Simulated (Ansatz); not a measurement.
Ansatz (a quantum-chemistry and plane-wave program) input (B3LYP-D3(BJ)/def2-TZVP):

Ansatz 0.2 input:
```yaml
crystal:
  periodic: [false, false, false]
  atoms:
    - {symbol: B, position_ang: [-0.11227678, -0.00624713, -0.57046726]}
    - {symbol: H, position_ang: [-0.22464766, 1.01269418, -1.12775155]}
    - {symbol: H, position_ang: [-0.18615714, -1.03285498, -1.12014402]}
    - {symbol: C, position_ang: [0.12481701, 0.00463415, 0.85179692]}
    - {symbol: O, position_ang: [0.31652598, 0.01382038, 1.99969745]}
basis:
  gaussian:
    orbitals: def2-TZVP
hamiltonian:
  xc: b3lyp
  dispersion: d3bj
magnetization: {spin_polarized: true, initial_magnetization: 1}
relax: {f_tol: 0.002, max_steps: 150}
```

Output:

```
Functional definition: B3LYP
integrals: 0.02 GiB planned
588 factors; their error is unknown
mean field: 0.31 GiB planned
mean field evaluation 1: about -3790.8240 eV, gradient 2.4e1 eV
mean field evaluation 2: about -3790.7195 eV, gradient 2.7e1 eV
mean field evaluation 4: about -3793.2829 eV, gradient 7.6e-1 eV
mean field evaluation 8: about -3793.2926 eV, gradient 1.6e-1 eV
mean field -3793.29270330 eV, -139.4009356602 hartree, gradient 5.5e-5 eV, S^2 0.752767; 0 other end points of the search recorded, 0 dependent functions left out
the calculation of the forces begins
reference -3793.29291711 eV, -139.4009435175 hartree; 11, 10 occupied and 94, 95 virtual orbitals, 588 factors
relax step   1: F+E_penalty+E_count = -3793.39040951 eV  Δ(F+E_penalty+E_count) = +0.000e0 eV  max|allowed force component| = 2.086e0 eV/Å  Δτ_max = 0.0000 Å  (27 SCF iters, accepted)
these checks for a lower state are left out or cut short: starts, cluster_reference, orbital_swaps, neighbouring_geometries, increment
integrals: 0.02 GiB planned
588 factors; their error is unknown
mean field: 0.31 GiB planned
mean field evaluation 16: about -3793.3079 eV, gradient 1.3e0 eV
mean field -3793.32110680 eV, -139.4019794697 hartree, gradient 1.7e-5 eV, S^2 0.752720; 0 other end points of the search recorded, 0 dependent functions left out
the calculation of the forces begins
reference -3793.32132094 eV, -139.4019873392 hartree; 11, 10 occupied and 94, 95 virtual orbitals, 588 factors
relax step   2: F+E_penalty+E_count = -3793.41872080 eV  Δ(F+E_penalty+E_count) = -2.831e-2 eV  max|allowed force component| = 5.493e-1 eV/Å  Δτ_max = 0.0185 Å  (35 SCF iters, accepted)
these checks for a lower state are left out or cut short: starts, cluster_reference, orbital_swaps, neighbouring_geometries, increment
integrals: 0.02 GiB planned
588 factors; their error is unknown
mean field: 0.31 GiB planned
mean field -3793.32540876 eV, -139.4021375636 hartree, gradient 1.7e-5 eV, S^2 0.752697; 0 other end points of the search recorded, 0 dependent functions left out
the calculation of the forces begins
reference -3793.32562324 eV, -139.4021454458 hartree; 11, 10 occupied and 94, 95 virtual orbitals, 588 factors
relax step   3: F+E_penalty+E_count = -3793.42291919 eV  Δ(F+E_penalty+E_count) = -4.198e-3 eV  max|allowed force component| = 4.790e-2 eV/Å  Δτ_max = 0.0117 Å  (34 SCF iters, accepted)
these checks for a lower state are left out or cut short: starts, cluster_reference, orbital_swaps, neighbouring_geometries, increment
integrals: 0.02 GiB planned
588 factors; their error is unknown
mean field: 0.31 GiB planned
mean field evaluation 32: about -3793.3253 eV, gradient 1.5e-1 eV
mean field -3793.32537319 eV, -139.4021362564 hartree, gradient 1.7e-5 eV, S^2 0.752695; 0 other end points of the search recorded, 0 dependent functions left out
the calculation of the forces begins
reference -3793.32558772 eV, -139.4021441402 hartree; 11, 10 occupied and 94, 95 virtual orbitals, 588 factors
relax step   4: F+E_penalty+E_count = -3793.42289920 eV  Δ(F+E_penalty+E_count) = +1.999e-5 eV  max|allowed force component| = 3.790e-2 eV/Å  Δτ_max = 0.0098 Å  (36 SCF iters, rejected (line search))
these checks for a lower state are left out or cut short: starts, cluster_reference, orbital_swaps, neighbouring_geometries, increment
integrals: 0.02 GiB planned
588 factors; their error is unknown
mean field: 0.31 GiB planned
mean field -3793.32554538 eV, -139.4021425843 hartree, gradient 1.7e-5 eV, S^2 0.752695; 0 other end points of the search recorded, 0 dependent functions left out
the calculation of the forces begins
reference -3793.32575992 eV, -139.4021504684 hartree; 11, 10 occupied and 94, 95 virtual orbitals, 588 factors
relax step   5: F+E_penalty+E_count = -3793.42308197 eV  Δ(F+E_penalty+E_count) = -1.628e-4 eV  max|allowed force component| = 2.628e-3 eV/Å  Δτ_max = 0.0039 Å  (36 SCF iters, accepted)
these checks for a lower state are left out or cut short: starts, cluster_reference, orbital_swaps, neighbouring_geometries, increment
integrals: 0.02 GiB planned
588 factors; their error is unknown
mean field: 0.31 GiB planned
mean field -3793.32554468 eV, -139.4021425585 hartree, gradient 2.8e-5 eV, S^2 0.752695; 0 other end points of the search recorded, 0 dependent functions left out
the calculation of the forces begins
reference -3793.32575922 eV, -139.4021504427 hartree; 11, 10 occupied and 94, 95 virtual orbitals, 588 factors
relax step   6: F+E_penalty+E_count = -3793.42308220 eV  Δ(F+E_penalty+E_count) = -2.339e-7 eV  max|allowed force component| = 3.961e-4 eV/Å  Δτ_max = 0.0002 Å  (22 SCF iters, accepted)
integrals: 0.02 GiB planned
588 factors; their error is unknown
mean field: 0.31 GiB planned
mean field evaluation 64: about -3793.3255 eV, gradient 4.8e-5 eV
mean field -3793.32554468 eV, -139.4021425585 hartree, gradient 2.8e-5 eV, S^2 0.752695; 1 other end points of the search recorded, 0 dependent functions left out
the calculation of the forces begins
reference -3793.32575922 eV, -139.4021504427 hartree; 11, 10 occupied and 94, 95 virtual orbitals, 588 factors
Total energy: -3793.42329674 eV, -139.4057348807 hartree
Atom 0 at    -0.115272    -0.006015    -0.585580 Å, force    -0.000025     0.000027    -0.000087 eV/Å
Atom 1 at    -0.224640     1.044408    -1.125435 Å, force     0.000010    -0.000061     0.000030 eV/Å
Atom 2 at    -0.184754    -1.064427    -1.116362 Å, force     0.000011     0.000053     0.000048 eV/Å
Atom 3 at     0.126741     0.004805     0.863207 Å, force     0.000068    -0.000020     0.000396 eV/Å
Atom 4 at     0.316187     0.013276     1.997301 Å, force    -0.000064     0.000001    -0.000388 eV/Å
Dipole moment:    -0.001951    -0.000088    -0.011680 e Å
```

It need not be the lowest isomer of its formula.
